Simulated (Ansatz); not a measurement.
Basis-set extrapolation for C2H7AlSSi (PBE0-D4/def2-TZVP geometry, frozen core, Ansatz). Multiplicity 1, RHF reference.

```tsv
	def2-TZVPP	def2-QZVPP
HF	-1008.182259	-1008.212703
MP2 correlation	-0.725341	-0.776847
CCSD(T) correlation	-0.822124	not run
```

Energies in hartree. Use E(X) = E(∞) + A·exp(−7.88·√X) for Hartree–Fock and E(X) = E(∞) + B·X^(−2.97) for correlation, with X = 3 and 4, and add CCSD(T) minus MP2 of the smaller set to the MP2 limit.

Q: What is the CCSD(T) energy at the basis-set limit?

A: HF limit: -1008.212703 + (-0.030444) × 0.13774 = -1008.21690. MP2 limit: -0.776847 + (-0.051506) × 0.74074 = -0.81500. Higher-order term: -0.822124 − (-0.725341) = -0.09678. Total: -1009.12868 hartree, 78.0 kcal/mol below CCSD(T)/def2-TZVPP.
